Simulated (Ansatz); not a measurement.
One geometry of C$_{4}$H$_{3}$F$_{3}$, SMILES `F/C=C\C=C(F)F`, several functionals.

```yaml
crystal:
  periodic: [false, false, false]
  atoms:
    - {symbol: F, position_ang: [1.078872, -2.271456, 0.199065]}
    - {symbol: C, position_ang: [0.294341, -1.541180, 0.999210]}
    - {symbol: C, position_ang: [-0.146586, -0.340490, 0.645860]}
    - {symbol: C, position_ang: [0.160478, 0.300687, -0.608878]}
    - {symbol: C, position_ang: [-0.292731, 1.500872, -0.938900]}
    - {symbol: F, position_ang: [-1.064552, 2.251630, -0.186407]}
    - {symbol: F, position_ang: [-0.033142, 2.111875, -2.069759]}
    - {symbol: H, position_ang: [0.074694, -2.037577, 1.935484]}
    - {symbol: H, position_ang: [-0.776583, 0.174755, 1.360386]}
    - {symbol: H, position_ang: [0.788407, -0.200018, -1.333062]}
basis:
  gaussian: {orbitals: def2-TZVPP}
hamiltonian: {xc: {name: B2PLYP}}
```

```sh
$ ansatz run in.yaml --threads 4 --pin off --events-out ev --progress --plain
```

It prints (some lines left out):

```
Functional definition: B2PLYP
1652 factors; integrals over basis functions are off by at most 8.6e-4 eV
mean field evaluation 1: about -12325.9483 eV, gradient 5.0e1 eV
mean field evaluation 2: about -12326.1404 eV, gradient 5.0e1 eV
mean field evaluation 4: about -12331.1347 eV, gradient 6.4e0 eV
mean field evaluation 8: about -12331.2352 eV, gradient 5.9e-1 eV
mean field evaluation 16: about -12331.2359 eV, gradient 5.0e-4 eV
mean field -12331.23594945 eV, -453.1645627303 hartree, gradient 2.7e-6 eV, S^2 0.000000; 0 other end points of the search recorded, 0 dependent functions left out
7 core orbitals not correlated: weight in the atoms' cores, before any rotation towards them, 1.000 or more for the frozen orbitals, at most 0.000 for the correlated occupied ones
reference -12331.23609702 eV, -453.1645681534 hartree; 20, 20 occupied and 232, 232 virtual orbitals, 1652 factors
second order -44.52043518 eV of doubles, -0.00000000 eV of singles
Total energy: -12343.25661452 eV, -453.6063140237 hartree
```

It took 7 s on 4 threads of a server CPU on a shared host, with 0.73 GiB of host memory at the peak.

With the line `hamiltonian: {xc: r2scan, dispersion: d4}` and forces (abridged; 4.3 s):

```
Functional definition: r2SCAN
mean field evaluation 16: about -12345.5333 eV, gradient 9.6e-4 eV
mean field -12345.53334597 eV, -453.6899823613 hartree, gradient 7.2e-5 eV, S^2 0.000000
Total energy: -12345.58066281 eV, -453.6917212232 hartree
Atom 0 force     0.202812    -0.172966    -0.222199 eV/Å
Atom 1 force    -0.128629    -0.096906     0.351285 eV/Å
Atom 2 force    -0.072277     0.298485    -0.160983 eV/Å
Atom 3 force     0.098414    -0.323483     0.134835 eV/Å
Atom 4 force     0.033298    -0.075557     0.011604 eV/Å
Atom 5 force    -0.207206     0.202794     0.200817 eV/Å
Atom 6 force     0.063848     0.179795    -0.307998 eV/Å
Atom 7 force     0.012210    -0.013802    -0.010482 eV/Å
Atom 8 force     0.001771     0.002194    -0.005452 eV/Å
Atom 9 force    -0.004241    -0.000554     0.008573 eV/Å
Dipole moment:    -0.078160    -0.037819     0.192296 e Å
```

Changing it to `hamiltonian: {xc: {name: B97M-V}}` (abridged; 7 s):

```
Functional definition: B97M-V
mean field evaluation 16: about -12348.5199 eV, gradient 4.7e-4 eV
mean field -12348.51993644 eV, -453.7997375367 hartree, gradient 4.6e-5 eV, S^2 0.000000
Total energy: -12348.51998575 eV, -453.7997393489 hartree
```

With the line `hamiltonian: {xc: hse06, dispersion: d4}` (abridged; 3.7 s):

```
Functional definition: HSE06
mean field evaluation 16: about -12337.9574 eV, gradient 8.2e-5 eV
mean field -12337.95739874 eV, -453.4115714360 hartree, gradient 2.9e-5 eV, S^2 0.000000
Total energy: -12338.09964384 eV, -453.4167988470 hartree
```

With the line `hamiltonian: {xc: {name: B3LYP}, dispersion: d4}` and forces (abridged; 4.8 s):

```
Functional definition: B3LYP
mean field evaluation 16: about -12351.3748 eV, gradient 1.1e-3 eV
mean field -12351.37479752 eV, -453.9046517464 hartree, gradient 1.3e-5 eV, S^2 0.000000
Total energy: -12351.66993258 eV, -453.9154977598 hartree
Atom 0 force     0.251418    -0.240025    -0.249614 eV/Å
Atom 1 force    -0.233589     0.085683     0.372064 eV/Å
Atom 2 force    -0.078631     0.046911     0.107106 eV/Å
Atom 3 force     0.079837    -0.053468    -0.103165 eV/Å
Atom 4 force     0.137090    -0.337884     0.074433 eV/Å
Atom 5 force    -0.270146     0.255709     0.270631 eV/Å
Atom 6 force     0.096191     0.212327    -0.404600 eV/Å
Atom 7 force     0.019504     0.033009    -0.072408 eV/Å
Atom 8 force     0.042048    -0.029095    -0.052771 eV/Å
Atom 9 force    -0.043721     0.026830     0.058325 eV/Å
Dipole moment:    -0.078696    -0.057569     0.213443 e Å
```

With the line `hamiltonian: {xc: {name: PBE-QIDH}}` (abridged; 7.5 s):

```
Functional definition: PBE-QIDH
mean field evaluation 16: about -12322.8208 eV, gradient 2.6e-4 eV
mean field -12322.82084474 eV, -452.8553133363 hartree, gradient 3.7e-6 eV, S^2 0.000000
7 core orbitals not correlated: weight in the atoms' cores, before any rotation towards them, 1.000 or more for the frozen orbitals, at most 0.000 for the correlated occupied ones
second order -41.47172920 eV of doubles, -0.00000000 eV of singles
Total energy: -12336.64476473 eV, -453.3633330255 hartree
```

HSE06 is the plane-wave form, built on full-range PBE exchange.

B3LYP takes the VWN-RPA correlation (the form of Gaussian; ORCA's B3LYP/G).
